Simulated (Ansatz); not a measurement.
Relaxation of F3H2NTi (7 atoms, charge 0, multiplicity 1), to a largest force component of 0.02 eV/Å in at most 40 steps.

Method: Ansatz 0.2.0, RHF/def2-SVP.

```xyz
7
Properties=species:S:1:pos:R:3:forces:R:3
Ti 0.000 0.000 0.000 1.08 0.00 -0.57
F 0.000 0.000 1.830 -0.07 0.00 -3.09
N 1.943 0.000 -0.686 -2.77 0.00 0.90
H 2.441 -0.918 -0.867 -0.73 2.38 0.27
H 2.444 0.918 -0.858 -0.74 -2.38 0.25
F -0.862 1.493 -0.609 1.61 -2.56 1.12
F -0.862 -1.493 -0.609 1.61 2.56 1.12
```

Where does it end, and by what steps?

The run converged. After 5 steps the energy has fallen by 1.288 eV; N3 moved furthest, 0.17 Å.

```csv
step,energy less start (eV),largest force component (eV/Å),accepted
0,0.0000,3.091,yes
1,-1.2363,1.828,yes
2,-1.2837,0.167,yes
3,-1.2874,0.156,yes
4,-1.2880,0.046,yes
5,-1.2881,0.003,yes
```

```xyz
7
Properties=species:S:1:pos:R:3
Ti 0.061 0.000 -0.026
F 0.028 0.000 1.715
N 1.781 0.000 -0.651
H 2.319 -0.829 -0.836
H 2.322 0.829 -0.829
F -0.705 1.453 -0.586
F -0.704 -1.453 -0.587
```

Whether the end is a true minimum wasn't checked by a vibrational analysis.

The run took 13 s on 1 thread of Intel(R) Xeon(R) 6975P-C (Granite Rapids), on a shared host, peak memory 0.21 GiB.
